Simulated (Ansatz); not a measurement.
## Ligand exchange: C3H6 + SnH(NH2)3 → C3H7N + SnH2(NH2)2

Species: C3H6 (cyclopropane) `C1CC1`, singlet; SnH(NH2)3, singlet; C3H7N (cyclopropylamine) `NC1CC1`, singlet; SnH2(NH2)2, singlet. The partners trade H for NH2: C–H and Sn–NH2 bonds give way to C–NH2 and Sn–H.

Shapes, held fixed at every level: PBE0-D4/def2-TZVP. Flexible molecules stand in one conformer, not always the lowest. Programs: Ansatz 0.2.0. Electronic energies: no zero-point or thermal term.

```tsv
level	kind	ΔE (kJ/mol)	less CCSD(T)/def2-TZVPP
PBE-D4/def2-TZVPP	GGA	+62.6	-7.3
r2SCAN-D4/def2-TZVPP	meta-GGA	+67.4	-2.5
PBE0-D4/def2-TZVPP	global hybrid	+61.6	-8.3
wB97M-V/def2-TZVPP	range-separated hybrid	+65.5	-4.4
wB97X-V/def2-TZVPP	range-separated hybrid	+64.4	-5.5
MP2/def2-TZVPP	perturbation theory	+75.5	+5.6
CCSD/def2-TZVPP	coupled cluster or CI	+68.7	-1.2
CCSD(T)/def2-TZVPP	coupled cluster or CI	+69.9	0.0
```

The highest level, CCSD(T)/def2-TZVPP, gives ΔE = +69.9 kJ/mol; the levels span +61.6 to +75.5. The column of differences is taken from that level and isn't an error. No measured value is set beside it here. For atoms past krypton def2 sets carry core potentials with scalar relativity. Outer-core shells of Sn are correlated in most correlated rows, in sets that cover them unevenly.
